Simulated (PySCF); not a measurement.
Compound: acetic anhydride, C4H6O3.
Geometry (PBE0-D3(BJ)/def2-SVP, Å), atoms numbered from 1 in this order:
```xyz
13
C4H6O3 angstrom
C     -2.2787    0.3450    0.3245
C     -1.1811    0.1185   -0.6711
O     -1.2987    0.0684   -1.8531
O      0.0116   -0.0256    0.0122
C      1.2360   -0.2365   -0.5932
C      2.2882   -0.3306    0.4705
O      1.4079   -0.3256   -1.7662
H     -2.0629    1.2432    0.9214
H     -3.2321    0.4606   -0.2026
H     -2.3308   -0.5029    1.0230
H      3.2654   -0.4966    0.0040
H      2.0509   -1.1546    1.1592
H      2.3032    0.5945    1.0652
```

Method: core-valence-separated Tamm–Dancoff BHandHLYP/aug-pcX-1 (pcseg-1 on H) in PySCF, non-relativistic, gas phase, PBE0-D3(BJ)/def2-SVP geometry. BHandHLYP without relativity tends to put these K edges a few eV too low, so spacings mean more than positions.

Question: Give energies, oscillator strengths and core holes at the C K edge.

Answer: 
| E (eV) | f | core hole on | main final orbital |
| --- | --- | --- | --- |
| 285.13 | 0.1687 | C2/C5 | LUMO+1 (2 roots, f summed) |
| 285.35 | 0.0056 | C1/C6 | LUMO+1 (2 roots, f summed) |
| 285.84 | 0.0155 | C1/C6 | LUMO (2 roots, f summed) |
| 286.77 | 0.0668 | C1/C6 | spread (2 roots, f summed) |
| 286.82 | 0.0681 | C1/C6 | LUMO+3 (2 roots, f summed) |
| 287.47 | 0.0040 | C1/C6 | LUMO+4 (2 roots, f summed) |
| 287.82 | 0.0069 | C1/C6 | LUMO (2 roots, f summed) |
| 288.00 | 0.0000 | C1/C6 | LUMO+7 (2 roots, f summed) |
| 288.08 | 0.0402 | C1/C6 | LUMO+5 (2 roots, f summed) |

The first line with a tenth or more of the strongest one's intensity is at 285.13 eV (f = 0.169, sum of 2), with the hole on C2/C5 (anhydride carbonyl carbon). It is also the strongest listed.

Question: Give energies, oscillator strengths and core holes at the O K edge.

Answer: 
```json
{"E (eV)": "529.08", "f": "0.0984", "core hole on": "O3/O7", "main final orbital": "LUMO+1 (2 roots, f summed)"}
{"E (eV)": "533.67", "f": "0.0000", "core hole on": "O4", "main final orbital": "LUMO+1 (98 %)"}
{"E (eV)": "533.80", "f": "0.0004", "core hole on": "O3/O7", "main final orbital": "LUMO (2 roots, f summed)"}
{"E (eV)": "533.83", "f": "0.0299", "core hole on": "O4", "main final orbital": "LUMO+7 (79 %)"}
{"E (eV)": "534.54", "f": "0.0017", "core hole on": "O3/O7", "main final orbital": "LUMO+7 (2 roots, f summed)"}
{"E (eV)": "534.70", "f": "0.0037", "core hole on": "O3/O7", "main final orbital": "LUMO+2 (2 roots, f summed)"}
{"E (eV)": "534.88", "f": "0.0019", "core hole on": "O3/O7", "main final orbital": "spread (2 roots, f summed)"}
{"E (eV)": "534.94", "f": "0.0015", "core hole on": "O3/O7", "main final orbital": "LUMO+3 (2 roots, f summed)"}
{"E (eV)": "535.13", "f": "0.0003", "core hole on": "O4", "main final orbital": "LUMO (73 %)"}
```

The first line with a tenth or more of the strongest one's intensity is at 529.08 eV (f = 0.098, sum of 2), with the hole on O3/O7 (anhydride carbonyl oxygen). It is also the strongest listed.

Roots within 0.03 eV whose holes lie on the same, on equivalent or on shared atoms are summed into one line, and the highest roots are left out, as the search may have cut off their partners. Final orbitals are the ground state's empty Kohn–Sham orbitals.

Question: What is the summed oscillator strength of the listed C K lines, and their intensity-weighted mean energy?

Answer: Σf = 0.376 over 9 lines from 285.13 to 288.08 eV; the weighted mean is 286.15 eV. The strongest line holds 45 % of the sum.

The ionisation thresholds weren't computed; near and above them a finite basis only mimics Rydberg series and continuum.

One conformer stands for the species.
